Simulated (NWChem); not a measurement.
# C$_{3}$H$_{4}$F$_{2}$O; SMILES FC(F)C(C)=O

```xyz
10

C      1.3453    -1.1029     0.0000
C     -0.1334    -0.8040     0.0000
O     -1.0120    -1.6395     0.0000
C     -0.5172     0.6857     0.0000
F      0.0218     1.2832     1.1046
F      0.0218     1.2832    -1.1046
H      1.5073    -2.1819     0.0000
H      1.8145    -0.6493    -0.8807
H      1.8145    -0.6493     0.8807
H     -1.6018     0.8254     0.0000
```
Atoms are numbered in this order, from 1.

Results from NWChem. Medium grid unless said otherwise, to which SCAN and Minnesota functionals are sensitive. Coordinates come from a B3LYP/6-31G* (spherical d) optimisation. B3LYP is NWChem's, with the RPA form of VWN correlation.

Order these by “orbital gap (eV)”, lowest first: Hartree-Fock/def2-SVP; M06-2X/def2-SVP; B3LYP/def2-SVP; BLYP/def2-SVP.

BLYP/def2-SVP (3.74), B3LYP/def2-SVP (6.04), M06-2X/def2-SVP (9.34), Hartree-Fock/def2-SVP (15.39)
